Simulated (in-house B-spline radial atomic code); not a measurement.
## RPA and G0W0 on PBE0: In²⁺

Configuration [Kr] 4d10 5s1, highest spin, mean-field start PBE0. Computed with an all-electron radial atomic-structure program (B-spline basis): all electrons, scalar-relativistic (spin-free one-electron X2C), finite nucleus, each spin shell either full or empty, empty states to l = 9 with an (l + 1/2)⁻⁴ tail; G0W0 by contour deformation at full frequency.

RPA overbinds a lone outer s electron by self-correlation, and G0W0 tends to as well.

Command:
```bash
python run_gw.py task.json out
```
Settings (radii: box in bohr, nucleus in fm):
```
Z                        49
electrons                47
configuration            [Kr] 4d10 5s1
hamiltonian              x2c
method                   pbe0
lmax                     9
rms_radius               4.6156
spin_polarised           True
box_radius               17.55
intervals                69
ion_configuration        [Kr] 4d10
```

Cost of the run: 8.7 s on 1 thread of Arm Neoverse V2, with other jobs on the host.

Energies (hartree):

```tsv
term	value
mean-field total	-5879.77333
Hartree-Fock functional on these orbitals	-5877.48643
direct second order	-4.1214
second-order exchange	1.1465
SOSEX correction	1.0669
```

Q: What is the RPA correlation energy, and what remains with SOSEX?

A: RPA gives -3.6259 hartree (-2.1 eV per electron); RPA + SOSEX gives -2.559, and the second-order doubles -2.9749 hartree (no singles). RPA lacks exchange-type terms and so overcorrelates at short range.

Quasi-particle levels (eV):

| level | occupied | mean field | Σx - vxc | Σc | QP weight | G0W0 |
| --- | --- | --- | --- | --- | --- | --- |
| 5s up | yes | -24.970 | -1.90 | ? | ? | ? |
| 4d down | yes | -38.84 | -6.22 | 0.71 | 0.914 | -44.35 |
| 4d up | yes | -39.10 | -6.22 | 0.67 | 0.884 | -44.65 |
| 5s down | no | -21.591 | 5.11 | -2.53 | 0.943 | -19.010 |

G0W0 = mean field + (Σx - vxc) + Σc, with Σc (partial-wave tail included) taken at the quasi-particle energy. Only the outer levels were computed. Levels of low weight are left out.

Q: Where does G0W0 put 5s up?

A: At -28.631 eV, with Σc = -1.76 eV and a quasi-particle weight of 0.959. The tabulated removal energy is 28.044 eV (NIST, measured); the calculation leaves out spin-orbit coupling, Breit and QED terms, and what these don't explain is the method's own error.

Q: What does it cost to remove one electron (to [Kr] 4d10) by differences of total energies, each species on its own start (correlation terms add to the Hartree-Fock functional)?

A: PBE0 28.205 eV, Hartree-Fock functional 26.571 eV, + RPA 28.497 eV, + RPA + SOSEX 27.848 eV, + second order 28.806 eV. Tabulated: 28.044 eV (NIST, measured); the calculation leaves out spin-orbit coupling, Breit and QED terms, and what these don't explain is the method's own error.
